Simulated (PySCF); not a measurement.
## How good is the calculation?

Atoms are numbered as in `[CH3:1][O:2][CH2:3][c:4]1[cH:5][cH:6][cH:7][cH:8][cH:9]1`. Hydrogens are named by the atom that carries them.

- σ from GIAO-PBE0/pcSseg-1
- geometry: GFN2-xTB
- run in PySCF 2.14
- non-relativistic, one computed conformer, gas phase, one averaged value for each set of equivalent atoms

Reference values: estimated from measurements, as parent shift plus tabulated substituent increment (solution, not stated per compound (mostly CDCl3 or CCl4); Pretsch, Buehlmann, Badertscher, Structure Determination of Organic Compounds, 4th ed. (2009)).
```json
{"atoms": "C6/C8", "quantity": "δ ¹³C", "reference": "128.4", "computed": "134.0", "computed, scaled": "128.4"}
{"atoms": "C5/C9", "quantity": "δ ¹³C", "reference": "127.6", "computed": "134.1", "computed, scaled": "128.5"}
{"atoms": "C7", "quantity": "δ ¹³C", "reference": "127.6", "computed": "133.3", "computed, scaled": "127.7"}
```

Computed shifts are σ(ref) − σ with the named reference compound (TMS for H and C) calculated as an isolated molecule at the same level. The measured values may be among those fitted. Scaled to experiment by linear calibration (H and C: mostly CDCl3 data, vs TMS): ¹³C: δ = 179.97 − 0.974σ (rms 2.1 ppm, 958 shifts, 2.3 ppm with the 13 outliers that the fit left out). Occasional misses reach two or three times the rms, and more in compound classes unlike the fitted ones.

Q: How far are the unscaled ¹³C shifts from the references?

A: Mean signed difference +5.93 ppm, mean absolute 5.93 ppm over 3 comparisons; the largest is +6.5 ppm at C5/C9 (aromatic CH).
